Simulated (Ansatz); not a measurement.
Geometry optimisation, Ansatz 0.2.0, RKS B3LYP/def2-SVP.

The input (input.yaml):

```yaml
crystal:
  periodic: [false, false, false]
  atoms:
    - { symbol: In, position_ang: [-0.9944, 0.0265, -0.1114] }
    - { symbol: Si, position_ang: [1.9024, -0.3892, -0.5292] }
    - { symbol: O, position_ang: [-2.2053, 1.5805, -0.3736] }
    - { symbol: O, position_ang: [-2.0626, -1.5808, 0.3064] }
    - { symbol: H, position_ang: [0.7777, 0.1164, 0.8833] }
    - { symbol: F, position_ang: [0.2182, 0.5375, 1.8551] }
    - { symbol: H, position_ang: [2.7775, 0.7672, -0.2469] }
    - { symbol: H, position_ang: [2.3985, -1.5924, 0.1532] }
    - { symbol: H, position_ang: [1.9385, -0.6262, -1.9768] }
    - { symbol: H, position_ang: [-1.7968, 2.4384, -0.456] }
    - { symbol: H, position_ang: [-2.9536, -1.2779, 0.4958] }
basis:
  gaussian: { orbitals: def2-SVP }
hamiltonian:
  xc: b3lyp
relax:
  f_tol: 0.15
  max_steps: 25
  restrain:
    - { distance: [0, 5], at: 1.99, k: 30.0 }
    - { distance: [4, 1], at: 1.42, k: 30.0 }
    - { distance: [0, 1], at: 3.83, k: 30.0 }
    - { distance: [4, 5], at: 2.18, k: 30.0 }
```

Command:

```bash
$ ansatz run input.yaml --threads 2 --pin off --max-ram 3072MiB --backend cpu --events-out ev --progress --plain --runs-dir out
```

**Question.** Where does it end, and by what steps?

**Answer.** The forces met the threshold. The restraints hold the end off the free minimum. After 15 steps the energy has fallen by 1.280 eV (the restraints' own energy left out); In1 moved furthest, 0.94 Å. Joined: Si2–H5 (1.88 → 1.45 Å).

| step | energy less start (eV) | largest force component (eV/Å) | accepted |
| --- | --- | --- | --- |
| 0 | 0.0000 | 2.158 | yes |
| 1 | 0.4984 | 2.683 | yes |
| 2 | 0.3713 | 3.070 | yes |
| 3 | -0.1280 | 2.175 | yes |
| 4 | -0.7486 | 1.170 | yes |
| 5 | -1.1502 | 1.244 | yes |
| 6 | -1.2124 | 0.627 | yes |
| 7 | -1.2440 | 0.817 | yes |
| 8 | -1.1039 | 2.327 | no |
| 9 | -1.2562 | 0.639 | yes |
| 10 | -1.2643 | 0.709 | yes |
| 11 | -1.2645 | 0.691 | no |
| 12 | -1.2652 | 0.754 | yes |
| 13 | -1.2737 | 0.680 | yes |
| 14 | -1.2825 | 0.618 | yes |
| 15 | -1.2801 | 0.650 | yes |

```xyz
11
Properties=species:S:1:pos:R:3
In -1.522 0.306 0.612
Si 2.098 -0.424 -0.404
O -2.170 1.737 -0.623
O -2.058 -1.609 0.564
H 1.169 0.098 0.584
F -0.272 0.864 2.044
H 3.207 0.557 -0.595
H 2.633 -1.735 0.060
H 1.384 -0.613 -1.706
H -1.796 2.595 -0.370
H -2.674 -1.774 -0.168
```

Run time: 40 s on 2 threads of Intel(R) Xeon(R) Platinum 8488C (Sapphire Rapids) (shared host), peak memory 0.3 GiB.
